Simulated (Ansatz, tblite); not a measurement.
Cost and result up the ladder for the cluster Zn3SeF4 (8 atoms). Total charge 0; singlet. Geometry: r2SCAN-D4/def2-SVP.

```xyz
8

Zn    1.3779    0.3423   -1.3398
Zn   -0.5272   -0.7867    1.7071
Zn   -1.3363    0.1278   -0.7883
Se    0.2817   -1.5965   -0.4154
F    -2.0200    0.3325    0.9410
F     2.9030    1.0871   -1.7716
F    -0.3618   -0.8479    3.4495
F    -0.3173    1.3415   -1.7824
```

Ansatz on 4 threads of Intel Xeon 6975P-C on a shared host; xTB runs through tblite on one thread. Times are rough, summed over both states, and most runs start from the orbitals of an earlier one. PBE0-D4/def2-TZVP serves as the yardstick here, not as an exact answer. The other state is a triplet.

The xTB rows come from tblite. HOMO above LUMO, or a gap near zero within one spin, warns that the state may not be the lowest or that an electron is smeared out. The structure comes from a short search, and lower isomers may exist.

xTB has no spin-polarisation term.

```
                          level  functions  vertical triplet (eV)  difference from PBE0-D4/def2-TZVP (eV)                                  remarks
            r2SCAN-D4/def2-TZVP        316                   4.06                                   -0.27                                        –
                       GFN1-xTB         37                   3.87                                   -0.46                                        –
PBE0-D4/def2-TZVP (with forces)        316                   4.33                                    0.00                                        –
                       GFN2-xTB         37                   3.87                                   -0.47                                        –
               PBE-D4/def2-TZVP        316                   3.91                                   -0.43  gap within one spin near zero (triplet)
```

Q: Estimate how long each takes.

A: GFN1-xTB 0.01 s; GFN2-xTB 0.011 s; PBE-D4/def2-TZVP 10 s; r2SCAN-D4/def2-TZVP 20 s; PBE0-D4/def2-TZVP (with forces) 33 s. On shared hardware such times vary by a factor of up to 3.
